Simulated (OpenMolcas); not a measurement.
**Ne II: effect of the active space**

```json
{
  "Program": "OpenMolcas",
  "Method": "CASSCF or its RAS form",
  "Basis": "ANO-RCC-VTZP",
  "Scalar Hamiltonian": "DKH2, point nucleus",
  "Spin-orbit coupling": "RASSI with atomic mean-field integrals over the reference wave functions, term energies averaged over their components"
}
```

A. 7 electrons in 4 orbitals (2s 2p); 2S+1 = 2 odd, 3 roots; 2S+1 = 2 even, 1 root; cost about 5 core-seconds
B. 7 electrons in 8 orbitals (2s 2p 3s 3p); 2S+1 = 2 odd, 3 roots; 2S+1 = 2 even, 1 root; cost roughly 60 core-seconds
C. 7 electrons in 9 orbitals (RAS2 2s 2p; RAS3 3d, at most 2 electrons); 2S+1 = 2 odd, 3 roots; 2S+1 = 2 even, 1 root; cost of the order of 14 core-seconds

Energies in cm⁻¹ above 2s² 2p⁵ ²P°_3/2, the measured ground level; measured values from NIST Handbook of Basic Atomic Spectroscopic Data.

```
          Level       A       B       C  Measured
2s² 2p⁵ ²P°_3/2     0.0     0.0     0.0       0.0
2s² 2p⁵ ²P°_1/2     773     768     769       780
  2s 2p⁶ ²S_1/2  239218  235884  223222    217048
```

Deviations, from unrounded energies. A percentage is the sum of absolute deviations over the sum of measured energies, with the sign that they share, or ± where signs differ.

```csv
Against measurement,Levels,A,B,C
mean absolute deviation (cm-1),2,11000,9400,3100
fine structure of the ground term (%),1,-1.0,-1.6,-1.5
other configurations (%),1,+10.2,+8.7,+2.8
```

C lies closest to measurement on these levels and A furthest from it. The largest miss of C in the table is 2s 2p⁶ ²S_1/2, by +6200 cm-1. The ranking rests on the paired levels alone, and a cruder setting can come out closer through cancelling errors.

Among A to C the level of the table that moves most is 2s 2p⁶ ²S_1/2, by 16000 cm-1 (lowest in C, highest in A).

Without dynamic correlation excited terms often stand tens of per cent too high (terms of higher spin than the ground term too low), and those without a measured partner can miss by more than the paired ones. Active for correlation alone: 3p 3s; no level in the range computed is led by a configuration that fills them, so any true level of that kind is missing (holds for B). Active for correlation alone: 3d; no level in the range computed is led by a configuration that fills it, so any true level of that kind is missing (holds for C). Computed and measured levels are paired by configuration, term and J; levels that our copy of the source lacks, or whose pairing is in doubt (as where it misses far off the trend of its configuration), stay unpaired and out of the deviations. Levels of configurations outside the active space are missing.

° marks odd parity.
